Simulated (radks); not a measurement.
Problem. A nucleus of charge 45.5 with 45 electrons, configuration [Kr] 4d8 5s1. All-electron calculation, scalar-relativistic Kohn-Sham, LDA (Slater exchange, Perdew-Wang correlation), spin-unpolarised, spherical densities, finite nucleus; Fermi nuclear charge, rms radius 4.4945 fm. Program: a radial shooting solver on a logarithmic mesh with Libxc functionals. Some entries of the table are withheld. Estimate them.

orbital  occ.  eigenvalue (hartree)  <1/r> (bohr^-1)  r(max) (bohr)
1s          2             -866.3679            47.59        0.02094
2s          2             -126.3207            10.78         0.1184
2p          6                   (1)            10.45        0.09458
3s          2             -22.88257            3.762         0.3470
3p          6             -18.61561            3.586         0.3400
3d         10             -11.79210            3.362         0.2864
4s          2              -3.35576              (2)         0.8642
4p          6              -2.13750            1.285         0.9241
4d          8                   (3)           0.9138          1.111
5s          1              -0.31013           0.4307          2.483

Solution. 
(1) 2p eigenvalue (hartree): -113.3428
(2) 4s <1/r> (bohr^-1): 1.436
(3) 4d eigenvalue (hartree): -0.43216
